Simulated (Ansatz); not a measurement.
**Question.** Name a neutral molecule of Al, C, F, N, O and H with HOMO–LUMO gap (B3LYP/def2-TZVPP) between 5.10 and 5.40 eV and size of the dipole moment (ωB97M-V/def2-TZVPP) between 1.95 and 2.25 D (Ansatz, PBE0-D4/def2-TZVP geometry).

**Answer.** `C[N]1C[O][Al]1[F]` (5.36 eV, 2.01 D). Other molecules can fit too; these were computed, each in one conformer that needn't be the lowest.

B3LYP here is the variant with VWN-RPA as its local correlation; programs differ in this.
